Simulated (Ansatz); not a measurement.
CH₃AlFNO, one more setting.

```yaml
crystal:
  periodic: [false, false, false]
  atoms:
    - {symbol: N, position_ang: [0.446714, -0.376348, 0.772884]}
    - {symbol: C, position_ang: [-0.063740, 0.835868, 0.665017]}
    - {symbol: F, position_ang: [-0.075165, 1.754494, 1.579572]}
    - {symbol: O, position_ang: [-0.527907, 1.154892, -0.395761]}
    - {symbol: Al, position_ang: [-0.078553, -0.431954, -0.942961]}
    - {symbol: H, position_ang: [0.736523, -0.700873, 1.713384]}
    - {symbol: H, position_ang: [1.184899, -0.581498, -2.041331]}
    - {symbol: H, position_ang: [-1.323715, -1.397490, -1.229585]}
basis:
  gaussian: {orbitals: aug-cc-pVDZ}
magnetization: {spin_polarized: false, initial_magnetization: 2}
hamiltonian: {xc: {name: BHLYP}}
```

```sh
$ ansatz run in.yaml --threads 2 --pin off --events-out ev --progress --plain --max-ram 4352MiB
```

It prints (some lines left out):

```
Functional definition: BHLYP
1470 factors; their error is unknown
mean field evaluation 1: about -13918.4989 eV, gradient 6.5e1 eV
mean field evaluation 2: about -13895.5071 eV, gradient 1.1e2 eV
mean field evaluation 4: about -13923.7512 eV, gradient 3.2e1 eV
mean field evaluation 8: about -13928.0018 eV, gradient 3.1e0 eV
mean field evaluation 16: about -13928.0446 eV, gradient 1.2e-1 eV
mean field evaluation 96: about -13928.6508 eV, gradient 1.1e-5 eV
mean field -13928.65076663 eV, -511.8684744952 hartree, gradient 1.1e-5 eV, S^2 2.000000; 8 other end points of the search recorded, 0 dependent functions left out
reference -13928.65101759 eV, -511.8684837178 hartree; 24, 22 occupied and 122, 124 virtual orbitals, 1470 factors
Total energy: -13928.65101759 eV, -511.8684837178 hartree
```

Hardware: 2 threads of an Arm Neoverse V1 on a shared host. Wall time 36 s, peak host memory 0.68 GiB.
